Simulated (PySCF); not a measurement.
# A series of derivatives of [SiH3][SiH]([SiH3])P

Parent skeleton `[SiH3:1][SiH:2]([SiH3:3])[PH2:4]`; one hydrogen on atom 1 is replaced by X. Hydrogens on one atom are averaged.

Isolated molecule, relativity neglected, one computed conformer, one averaged value for each set of equivalent atoms. GFN2-xTB structure; NMR shieldings at PBE0/pcSseg-1/GIAO; PySCF 2.14.0 with density-fitted response routines.

Shifts are taken against calculated references (same method and geometry level): TMS for 29Si (349.16 ppm), 1H (31.72 ppm); 31P (318.38 ppm) against H3PO4.

Parent (X = H): Si1 -107.7, Si2 -106.5, Si3 -107.7, P4 -297.5, H(Si1) 3.60, H(Si2) 3.93, H(Si3) 3.60, H(P4) 1.03 ppm. Effects are Δδ = δ(X) − δ(H), positive for deshielding.

Q: Give Δδ (ppm) for X = CH2Cl, isopropenyl, CCl3.

A: 
```csv
X,SMILES,Si1,Si2,Si3,P4,H(Si1),H(Si2),H(Si3),H(P4)
CH2Cl,[SiH3][Si@H](P)[SiH2]CCl,+56.0,-0.3,+5.3,+3.8,+0.69,-0.02,+0.12,+0.09
isopropenyl,C=C(C)[SiH2][Si@H]([SiH3])P,+50.4,-6.9,-2.6,-9.2,+0.70,+0.01,-0.01,-0.08
CCl3,[SiH3][Si@H](P)[SiH2]C(Cl)(Cl)Cl,+90.1,-2.6,+3.1,+5.4,+1.17,+0.25,+0.12,+0.43
```

Q: Which position responds most, and to which substituents?

A: Si1: from +50.4 ppm with isopropenyl to +90.1 ppm with CCl3.

Experimental scales use liquid or dissolved standards, which lie at an offset from isolated H3PO4.
